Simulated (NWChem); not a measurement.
Program: NWChem. System: C₂H₆Be, charge 0, spin multiplicity 1, at a geometry optimised with PBE0/def2-SVP. The structure started from a generated list of species. Level: G0W0@PBE0/def2-TZVP, RI basis def2-tzvp-rifit.

Job file:

```
start mol
memory heap 200 mb stack 700 mb global 1700 mb
geometry units angstroms nocenter noautoz
  Be     0.000000     0.000000     0.000186
  C      1.054122     1.308887    -0.000006
  H      1.102628     1.808302     0.984394
  H      0.760175     2.083586    -0.730934
  H      2.088289     1.014081    -0.253799
  C     -1.054122    -1.308887    -0.000006
  H     -1.102628    -1.808302     0.984394
  H     -0.760175    -2.083586    -0.730934
  H     -2.088289    -1.014081    -0.253799
  symmetry group C2
end
basis spherical
  * library def2-tzvp
end
basis "ri basis" bse spherical
  * library def2-tzvp-rifit
end
dft
  xc pbe0
  iterations 100
  direct
  tolerances tight
end
task dft energy
gw
  states alpha occ 4 vir 2
end
task dft gw
```

NWChem printed:

```
             Northwest Computational Chemistry Package (NWChem) 7.3.0
             --------------------------------------------------------

                                NWChem Input Module
                                -------------------

 Scaling coordinates for geometry "geometry" by  1.889725989
 (inverse scale =  0.529177249)

 Turning off AUTOSYM since
 SYMMETRY directive was detected!

                             Geometry "geometry" -> ""
                             -------------------------

 Output coordinates in angstroms (scale by  1.889725989 to convert to a.u.)

  No.       Tag          Charge          X              Y              Z
 ---- ---------------- ---------- -------------- -------------- --------------
    1 Be                   4.0000     0.00000000     0.00000000     0.00018600
    2 C                    6.0000     1.05412200     1.30888700    -0.00000600
    3 H                    1.0000     1.10262800     1.80830200     0.98439400
    4 H                    1.0000     0.76017500     2.08358600    -0.73093400
    5 H                    1.0000     2.08828900     1.01408100    -0.25379900
    6 C                    6.0000    -1.05412200    -1.30888700    -0.00000600
    7 H                    1.0000    -1.10262800    -1.80830200     0.98439400
    8 H                    1.0000    -0.76017500    -2.08358600    -0.73093400
    9 H                    1.0000    -2.08828900    -1.01408100    -0.25379900

 Effective nuclear repulsion energy (a.u.)      51.1940477360

            Nuclear Dipole moment (a.u.)
            ----------------------------
        X                 Y               Z
 ---------------- ---------------- ----------------
    -0.0000000000    -0.0000000000    -0.0000113384

      Symmetry information
      --------------------

 Group name             C2
 Group number              4
 Group order               2
 No. of unique centers     5

      Symmetry unique atoms

     1    2    3    4    5


 Summary of "ao basis" -> "" (spherical)
 ------------------------------------------------------------------------------
       Tag                 Description            Shells   Functions and Types
 ---------------- ------------------------------  ------  ---------------------
 *                         def2-tzvp                  on all atoms

 new library libraries.bse/

 Summary of "ri basis" -> "" (spherical)
 ------------------------------------------------------------------------------
       Tag                 Description            Shells   Functions and Types
 ---------------- ------------------------------  ------  ---------------------
 *                      def2-tzvp-rifit               on all atoms

                                 NWChem DFT Module
                                 -----------------

 Summary of "ao basis" -> "ao basis" (spherical)
 ------------------------------------------------------------------------------
       Tag                 Description            Shells   Functions and Types
 ---------------- ------------------------------  ------  ---------------------
 Be                        def2-tzvp                 9       19   5s3p1d
 C                         def2-tzvp                11       31   5s3p2d1f
 H                         def2-tzvp                 4        6   3s1p

 Summary of "ao basis" -> "ao basis" (spherical)
 ------------------------------------------------------------------------------
       Tag                 Description            Shells   Functions and Types
 ---------------- ------------------------------  ------  ---------------------
 Be                        def2-tzvp                 9       19   5s3p1d
 C                         def2-tzvp                11       31   5s3p2d1f
 H                         def2-tzvp                 4        6   3s1p

      Symmetry analysis of basis
      --------------------------

        a          60
        b          57

            General Information
            -------------------
          SCF calculation type: DFT
          Wavefunction type:  closed shell.
          No. of atoms     :     9
          No. of electrons :    22
           Alpha electrons :    11
            Beta electrons :    11
          Charge           :     0
          Spin multiplicity:     1
          Use of symmetry is: on ; symmetry adaption is: on
          Maximum number of iterations: 100
          This is a Direct SCF calculation.
          AO basis - number of functions:   117
                     number of shells:    55
          Convergence on energy requested:  1.00D-06
          Convergence on density requested:  1.00D-05
          Convergence on gradient requested:  5.00D-04

              XC Information
              --------------
                         PBE0 Method XC Functional
                     Hartree-Fock (Exact) Exchange  0.250
          PerdewBurkeErnzerhof Exchange Functional  0.750
            Perdew 1991 LDA Correlation Functional  1.000 local
           PerdewBurkeErnz. Correlation Functional  1.000 non-local

             Grid Information
             ----------------
          Grid used for XC integration:  medium
          Radial quadrature: Mura-Knowles
          Angular quadrature: Lebedev.
          Tag              B.-S. Rad. Rad. Pts. Rad. Cut. Ang. Pts.
          ---              ---------- --------- --------- ---------
          Be                  1.05       49           9.0       434
          C                   0.70       49          11.0       434
          H                   0.35       45          12.0       434
          Grid pruning is: on
[...]
          XC Gaussian exp screening on grid/accXCfunc:  20
          Schwarz screening/accCoul:  1.00D-08

      Superposition of Atomic Density Guess
      -------------------------------------

 Sum of atomic energies:         -92.91409148

      Non-variational initial energy
      ------------------------------

 Total energy =     -94.410774
 1-e energy   =    -223.290138
 2-e energy   =      77.685316
 HOMO         =      -0.353965
 LUMO         =      -0.002220

      Symmetry analysis of molecular orbitals - initial
      -------------------------------------------------

  Numbering of irreducible representations:

     1 a           2 b

  Orbital symmetries:

     1 a           2 b           3 a           4 a           5 b
     6 a           7 b           8 b           9 a          10 a
    11 b          12 a          13 a          14 b          15 b
    16 a          17 a          18 b          19 b          20 a
    21 a

   convergence    iter        energy       DeltaE   RMS-Dens  Diis-err    time
 ---------------- ----- ----------------- --------- --------- ---------  ------
 d= 0,ls=0.0,diis     1    -94.4406033104 -1.46D+02  4.36D-03  2.86D-01     0.9
 d= 0,ls=0.0,diis     2    -94.4611612708 -2.06D-02  1.60D-03  8.08D-02     1.6
 d= 0,ls=0.0,diis     3    -94.4688868427 -7.73D-03  5.96D-04  2.07D-02     2.3
 d= 0,ls=0.0,diis     4    -94.4714724618 -2.59D-03  2.76D-05  3.23D-06     2.9
 d= 0,ls=0.0,diis     5    -94.4714733316 -8.70D-07  6.49D-06  8.18D-07     3.6

         Total DFT energy =      -94.471473331563
      One electron energy =     -226.880160557709
           Coulomb energy =       97.044084013157
    Exchange-Corr. energy =      -15.829444523034
 Nuclear repulsion energy =       51.194047736023

 Numeric. integr. density =       22.000001047690

     Total iterative time =      3.4s

                  Occupations of the irreducible representations
                  ----------------------------------------------

                     irrep           alpha         beta
                     --------     --------     --------
                     a                 6.0          6.0
                     b                 5.0          5.0

                       DFT Final Molecular Orbital Analysis
                       ------------------------------------

 Vector    9  Occ=2.000000D+00  E=-3.862408D-01  Symmetry=a
              MO Center= -9.2D-11,  7.4D-11, -1.7D-01, r^2= 4.8D+00
   Bfn.  Coefficient  Atom+Function         Bfn.  Coefficient  Atom+Function
  ----- ------------  ---------------      ----- ------------  ---------------
    25      0.172721  2 C  px                74     -0.172721  6 C  px
    64      0.170462  5 H  s                113      0.170462  9 H  s
    26     -0.139114  2 C  py                75      0.139114  6 C  py
    28      0.134116  2 C  px                77     -0.134116  6 C  px
    58     -0.122085  4 H  s                107     -0.122085  8 H  s

 Vector   10  Occ=2.000000D+00  E=-3.261719D-01  Symmetry=a
              MO Center=  1.1D-15,  1.4D-15,  6.1D-05, r^2= 3.1D+00
   Bfn.  Coefficient  Atom+Function         Bfn.  Coefficient  Atom+Function
  ----- ------------  ---------------      ----- ------------  ---------------
     3      0.252726  1 Be s                  4      0.207145  1 Be s
    26     -0.171975  2 C  py                75      0.171975  6 C  py
     2     -0.161595  1 Be s                 29     -0.154635  2 C  py
    78      0.154635  6 C  py                25     -0.138514  2 C  px
    74      0.138514  6 C  px                28     -0.124548  2 C  px

 Vector   11  Occ=2.000000D+00  E=-2.961826D-01  Symmetry=b
              MO Center= -1.3D-15, -1.2D-15,  4.4D-05, r^2= 3.2D+00
   Bfn.  Coefficient  Atom+Function         Bfn.  Coefficient  Atom+Function
  ----- ------------  ---------------      ----- ------------  ---------------
     7      0.328124  1 Be py                 6      0.264251  1 Be px
    26      0.197683  2 C  py                75      0.197683  6 C  py
    25      0.159214  2 C  px                74      0.159214  6 C  px
    29      0.154773  2 C  py                78      0.154773  6 C  py
    28      0.124656  2 C  px                77      0.124656  6 C  px

 Vector   12  Occ=0.000000D+00  E= 2.792543D-03  Symmetry=a
              MO Center= -3.1D-14,  2.4D-14,  1.0D-03, r^2= 1.1D+01
   Bfn.  Coefficient  Atom+Function         Bfn.  Coefficient  Atom+Function
  ----- ------------  ---------------      ----- ------------  ---------------
     5      1.941531  1 Be s                  4     -1.723248  1 Be s
    15     -0.211609  1 Be d -2               3      0.167242  1 Be s
    32     -0.135982  2 C  py                81      0.135982  6 C  py
    17      0.125042  1 Be d  0              22     -0.120072  2 C  s
    71     -0.120072  6 C  s                 31     -0.109517  2 C  px

 Vector   13  Occ=0.000000D+00  E= 1.916010D-02  Symmetry=a
              MO Center=  1.1D-12, -8.6D-13, -3.1D-02, r^2= 4.0D+00
   Bfn.  Coefficient  Atom+Function         Bfn.  Coefficient  Atom+Function
  ----- ------------  ---------------      ----- ------------  ---------------
    14      0.825326  1 Be pz                 8     -0.449221  1 Be pz
    53     -0.261014  3 H  s                102     -0.261014  7 H  s
    59      0.182272  4 H  s                108      0.182272  8 H  s
    52     -0.086291  3 H  s                101     -0.086291  7 H  s
    65      0.078349  5 H  s                114      0.078349  9 H  s

 Vector   14  Occ=0.000000D+00  E= 1.916454D-02  Symmetry=b
              MO Center= -1.0D-12,  8.1D-13,  3.0D-02, r^2= 4.0D+00
   Bfn.  Coefficient  Atom+Function         Bfn.  Coefficient  Atom+Function
  ----- ------------  ---------------      ----- ------------  ---------------
    12      0.642823  1 Be px                13     -0.517704  1 Be py
     6     -0.349867  1 Be px                 7      0.281762  1 Be py
    65     -0.255937  5 H  s                114      0.255937  9 H  s
    59      0.195960  4 H  s                108     -0.195960  8 H  s
    64     -0.087198  5 H  s                113      0.087198  9 H  s

 center of mass
 --------------
 x =   0.00000000 y =  -0.00000000 z =   0.00004107

 moments of inertia (a.u.)
 ------------------
         220.302184716228        -159.246289468553           0.000000000000
        -159.246289468553         150.819051942880          -0.000000000000
           0.000000000000          -0.000000000000         348.552432035282

     Multipole analysis of the density
     ---------------------------------

     L   x y z        total         alpha         beta         nuclear
     -   - - -        -----         -----         ----         -------
     0   0 0 0      0.000000    -11.000000    -11.000000     22.000000

     1   1 0 0      0.000000      0.000000      0.000000     -0.000000
     1   0 1 0     -0.000000     -0.000000     -0.000000     -0.000000
     1   0 0 1      0.000063      0.000037      0.000037     -0.000011

     2   2 0 0    -15.789264    -53.681550    -53.681550     91.573835
     2   1 1 0     -1.559313    -50.681095    -50.681095     99.802878
     2   1 0 1      0.000000      0.000000      0.000000      0.000000
     2   0 2 0    -16.469595    -75.794899    -75.794899    135.120204
     2   0 1 1     -0.000000     -0.000000     -0.000000     -0.000000
     2   0 0 2    -14.533395    -12.865091    -12.865091     11.196787

 Task  times  cpu:        3.6s     wall:        3.6s

                                NWChem Input Module
                                -------------------

                                 NWChem GW Module
                                 ----------------

                             ***********************
                             ***        GW       ***
                             ***********************

 Summary of "ri basis" -> "ri basis" (spherical)
 ------------------------------------------------------------------------------
       Tag                 Description            Shells   Functions and Types
 ---------------- ------------------------------  ------  ---------------------
 Be                     def2-tzvp-rifit             19       49   9s6p3d1f
 C                      def2-tzvp-rifit             22       76   8s6p4d3f1g
 H                      def2-tzvp-rifit              7       15   4s2p1d

                 Memory Information
                 ------------------
          Available GA per process is          1699.9 MBs
          Available stack per process is        700.0 MBs
          Available heap per process is           0.0 MBs

          Peak memory in Initialization
              Peak GA per process is                  4.2 MBs
              Peak stack per process is               0.2 MBs
              Peak heap per process is                4.4 MBs
              Memory not in MA per process            0.0 MBs

          Peak memory in AFF Calculation
              Peak GA per process is                 16.3 MBs
              Peak stack per process is              10.4 MBs
              Peak heap per process is                0.0 MBs
              Memory not in MA per process           10.4 MBs

          Computing 2-center integrals
          Computing Inverse Cholesky factor
          Computing 3-center integrals
          Computing V_xc ...

          Computing Sigma_x
          Computing RPA polarizability
          Solving quasiparticle equations

                  Alpha Orbitals
          State     Energy (eV)     Error (eV)
          -----------------------------------
@GW         8        -13.158           0.002
@GW         9        -13.158           0.002
@GW        10        -11.298           0.002
@GW        11        -10.308           0.005
@GW        12          1.243           0.002
@GW        13          2.409           0.004

   Applying  -2.2488 eV scissor-shift to rest of particle states

   Applying   1.1675 eV scissor-shift to rest of hole states

     GW Timing Statistics
   ------------------------
   Init.   :          0.0s
     ERIs  :          0.5s
     Distr.:          0.0s
     Vxc   :          0.7s
   Sigma_x :          0.0s
   RPA     :          0.3s
   Wmn     :          0.0s
   Sigma_c :          0.0s
   GW total:          1.6s

 Task  times  cpu:        1.6s     wall:        1.6s

 Total times  cpu:        5.2s     wall:        5.2s
```
